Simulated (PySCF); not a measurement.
Level sweep

C6H14O.
Numbering: `[CH3:1][CH2:2][CH2:3][CH2:4][CH2:5][CH2:6][OH:7]` (hydrogens: H8, H9, H10 on C1; H11, H12 on C2; H13, H14 on C3; H15, H16 on C4; H17, H18 on C5; H19, H20 on C6; H21 on O7)

Structure used (PBE0-D3(BJ)/def2-SVP), in Å, numbered top down from 1:
```
atom  x, y, z in Å
C1    -3.4844   -0.0392    0.1763
C2    -2.1256    0.5443   -0.1763
C3    -0.9618   -0.3619    0.2005
C4     0.4029    0.2138   -0.1487
C5     1.5641   -0.6929    0.2292
C6     2.9264   -0.1126   -0.1120
O7     3.9878   -0.9790    0.1848
H8    -3.5695   -0.2280    1.2587
H9    -4.3050    0.6366   -0.1084
H10   -3.6516   -0.9999   -0.3370
H11   -2.0824    0.7571   -1.2593
H12   -1.9996    1.5214    0.3230
H13   -1.0838   -1.3405   -0.2985
H14   -1.0018   -0.5754    1.2845
H15    0.4421    0.4252   -1.2328
H16    0.5227    1.1933    0.3494
H17    1.4669   -1.6705   -0.2736
H18    1.5260   -0.9030    1.3152
H19    2.9827    0.0860   -1.1951
H20    3.0454    0.8714    0.3888
H21    3.9568   -1.1699    1.1279
```

PySCF, dipoles from the SCF density, polarisabilities from static response with core orbitals frozen. The structure is a single PBE0-D3(BJ)/def2-SVP conformer in the gas phase; no vibrational or solvent corrections.

The anisotropy is √(½[(α1 − α2)² + (α2 − α3)² + (α3 − α1)²]).

| level | μ (D) | α (au) | anisotropy (au) |
| --- | --- | --- | --- |
| LDA/def2-SVPD | 1.802 | 86.50 | 28.25 |
| PBE/def2-SVPD | 1.731 | 85.10 | 27.81 |
| B3LYP/def2-SVPD | 1.805 | 82.33 | 25.36 |
| PBE0/def2-SVPD | 1.796 | 81.60 | 25.46 |
| BHandHLYP/def2-SVPD | 1.871 | 79.20 | 23.35 |
| CAM-B3LYP/def2-SVPD | 1.860 | 81.01 | 24.09 |
| wB97X-D/def2-SVPD | 1.831 | 80.97 | 24.24 |
| LC-wPBE/def2-SVPD | 1.871 | 78.89 | 23.18 |
| HF/def2-SVPD | 1.922 | 76.12 | 20.74 |
| PBE0/6-31G* | 1.712 | 68.78 | 19.34 |
| PBE0/6-31+G* | 1.928 | 75.88 | 21.06 |
| PBE0/def2-SVP | 1.664 | 71.24 | 20.05 |
| PBE0/aug-cc-pVDZ | 1.736 | 83.53 | 26.71 |

The dipole runs from 1.66 D (PBE0/def2-SVP) to 1.93 D (PBE0/6-31+G*). No reference polarisability is at hand; against PBE0 in the largest diffuse basis at hand (aug-cc-pVDZ) the other PBE0 rows deviate by 6-31G* -18%, 6-31+G* -9%, def2-SVP -15%, def2-SVPD -2%. In one basis (def2-SVPD) the functionals order the polarisability from HF (lowest) to LDA (highest), a spread of 14%. With PBE0 the polarisability is 70.01 au without diffuse functions (mean of 6-31G* and def2-SVP) and 80.34 au with them (mean of 6-31+G*, def2-SVPD and aug-cc-pVDZ).
